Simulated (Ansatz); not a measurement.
# Reading a saddle point

A first-order saddle point of BHCl₃F, closed shell, PBE0-D4/def2-TZVP, with one imaginary mode of 863i cm⁻¹:

```
atom    x (Å)    y (Å)    z (Å)
  B1  -0.2591   0.2934  -0.1925
 Cl2   1.6781  -0.2688  -0.1753
 Cl3  -1.0373  -0.0888  -1.7226
 Cl4  -0.4864   1.8784   0.5348
  H5   0.6180  -0.9935   0.7150
  F6  -0.5132  -0.8207   0.8405
```

Ansatz 0.2.0; basis: def2-TZVPP and def2-QZVPP; cores frozen in the correlated methods. Extrapolation: Hartree–Fock as exp(−7.88 √X), correlation as X^−2.97.

Problem. Which contacts change along the imaginary mode, and what lies on either side? (Judge from chemistry; the calculation decides.)

Solution. By the calculation: The step is BCl₃ ([Cl][B]([Cl])[Cl]) + HF → BCl₂F ([F][B]([Cl])[Cl]) + HCl, with the molecules in contact on both sides. Shortening one way: B1–F6, Cl2–H5; lengthening the same way: B1–Cl2, H5–F6.
```
  pair  one side (Å)  saddle (Å)  other side (Å)
 B1–F6          3.03        1.54            1.31
Cl2–H5          2.61        1.56            1.28
B1–Cl2          1.75        2.02            3.36
 H5–F6          0.92        1.15            2.86
```

Problem. Which side is lower, and how far does the saddle lie above each? (An estimate is asked for; the value comes from the calculation.)

Solution. By the calculation: The side with B1–F6, Cl2–H5 short is lower by 54.6 kJ/mol; the saddle lies 139.6 kJ/mol above it and 85.0 kJ/mol above the other (CCSD(T) at an estimated basis limit (MP2 extrapolated from triple and quadruple zeta, plus CCSD(T) − MP2 in triple zeta); electronic energies).

T1 diagnostic: at most 0.011.

Labels in which every atom is bracketed show which atoms are joined, not bond orders.

For scale, one of the runs: CCSD(T)/def2-TZVPP, 202 basis functions (an equivalent command: `ansatz run in.yaml --threads 4`). Time: 44 s of wall clock on 4 CPU threads; the host was shared. Peak host memory: 2.4 GiB.
